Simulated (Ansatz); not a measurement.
Born–Oppenheimer molecular dynamics of C$_{3}$H$_{11}$NSi (16 atoms, charge 0, multiplicity 1). It goes on from the last frame of an earlier run, with new velocities.

All numbers below come from RKS B3LYP/6-31G in Ansatz.

```yaml
ensemble: NVE (velocity Verlet)
time_step: 0.5 fs
steps_asked: 100
starting_velocities_drawn_for: 1000 K
seed: 830946
```

First frame:

```xyz
16
Properties=species:S:1:pos:R:3
Si 0.001 -0.002 0.037
N -0.001 -0.222 1.795
H -0.620 -0.540 2.516
H 0.863 0.119 2.186
C 1.795 0.079 -0.634
H 2.211 -0.921 -0.370
H 1.726 0.126 -1.795
H 2.521 0.885 -0.234
C -0.942 1.584 -0.573
H -1.913 1.560 0.008
H -0.381 2.467 -0.233
H -1.144 1.700 -1.619
C -0.844 -1.486 -0.682
H -1.872 -1.440 -0.364
H -0.834 -1.506 -1.773
H -0.422 -2.452 -0.487
```

**Question.** How far do the bonds stretch over the last three quarters of this one trajectory? (Pairs bonded in most of those frames.)

**Answer.** 
```tsv
bond	mean (Å)	spread (Å)	shortest	longest
Si1–N2	1.799	0.086	1.68	1.93
Si1–C5	1.936	0.041	1.90	2.01
Si1–C9	1.955	0.057	1.84	2.02
Si1–C13	1.957	0.062	1.82	2.03
N2–H3	1.024	0.044	0.95	1.10
N2–H4	1.025	0.041	0.96	1.08
C5–H6	1.100	0.009	1.09	1.12
C5–H7	1.102	0.046	1.03	1.17
C5–H8	1.101	0.040	1.05	1.17
C9–H10	1.107	0.042	1.04	1.17
C9–H11	1.101	0.011	1.08	1.12
C9–H12	1.104	0.033	1.05	1.16
C13–H14	1.102	0.032	1.05	1.16
C13–H15	1.103	0.019	1.07	1.14
C13–H16	1.113	0.045	1.04	1.18
```

Mean temperature of the second half: 694 K. The conserved energy stayed within 0.41 meV per atom of its start (net change 0.21 meV per atom), so the integration is sound. A run of 0.05 ps of so small a system gives no equilibrium averages. Limits of this set-up: no polarisation functions.

Run time: 4.4 min on 1 thread of Intel(R) Xeon(R) 6975P-C (Granite Rapids), with other jobs on the host, peak memory 0.19 GiB.
